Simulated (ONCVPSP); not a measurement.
**What one change does to a pseudopotential (Te, ONCV)**

- Element: tellurium (Te)
- Generator: ONCVPSP 4.0.1
- Type: optimised norm-conserving Vanderbilt (ONCV)
- Functional: LDA (Perdew-Zunger)
- Relativity: scalar-relativistic
- Frozen core: [Kr] 4d10
- Valence charge: 6
- Reference configuration: 5s2 5p4
- Partial waves: 5s: rc 1.65 bohr, ncon 4, nbas 9, qcut 3.7 1/bohr, 2 projectors, debl 1.3 Ha; 5p: rc 2.40 bohr, ncon 4, nbas 7, qcut 3.9 1/bohr, 2 projectors, debl 3.2 Ha
- Local potential: polynomial inside 1.25 bohr (lpopt 4, dvloc0 1 Ha)
- Core correction: Teter function, fcfact 3.75, rcfact 1.05

Change: functional BLYP.

Cutoffs: the cutoffs (Ha) at which the residual kinetic energy of the hardest occupied pseudo-wave falls to 1 and 0.1 mHa per electron; they do not see the model core or the augmentation charge, which bear on the density cutoff. Errors are all-electron minus pseudo energies relative to the spin-unpolarised reference configuration.

Problem. How do hardness, ghosts and transferability respond?

Solution. The potential gets neither clearly harder nor softer (8.0 Ha and 27 Ha → 8.0 Ha and 27 Ha); of the 4 tests that both files solve, the error grows in 4 and shrinks in 0 by more than 15 % and 0.3 meV (median size 2.8 → 16.7 meV); the range in which the s phases agree narrows (upper end at the end of the scan → 0.5); neither file shows a bound ghost.

| quantity | base | changed |
| --- | --- | --- |
| cutoff, loose | 8.0 Ha | 8.0 Ha |
| cutoff, tight | 27 Ha | 27 Ha |
| loose cutoff by channel | s 8.0 Ha, p 6.3 Ha | s 8.0 Ha, p 6.3 Ha |
| bound ghosts | none | none |
| GHOST(+) flags under 300 eV | s at 14.3 eV, p at 124.4 eV | s at 14.2 eV, p at 124.5 eV |
| error for 5s2 5p3, meV [ΔE 9.92 → 9.58 eV] | -0.8 | +3.2 |
| error for 5s2 5p2, meV [ΔE 28.09 → 27.39 eV] | +2.9 | +25 |
| error for 5s2 5p1, meV [ΔE 55.32 → 54.25 eV] | +19 | +89 |
| error for 5s1 5p5, meV [ΔE 9.35 → 9.31 eV] | +2.8 | +8.0 |
| s: phases at 1.67 bohr within 0.05 rad from the reference energy up to (Ha; the scan ends near 5) | to the end of the scan | 0.5 |
| p: phases at 2.44 bohr within 0.05 rad from the reference energy up to (Ha; the scan ends near 5) | 4.3 | 4.3 |
| rms error of d²Exc/dni dnj with the model core, mHa | 4.97 | 5.48 |

Base: The cutoffs count occupied waves only; projector 2 of the s channel, the hardest unoccupied one, needs 46 Ha at the loose tolerance. Changed file: The cutoffs count occupied waves only; projector 2 of the s channel, the hardest unoccupied one, needs 45 Ha at the loose tolerance.
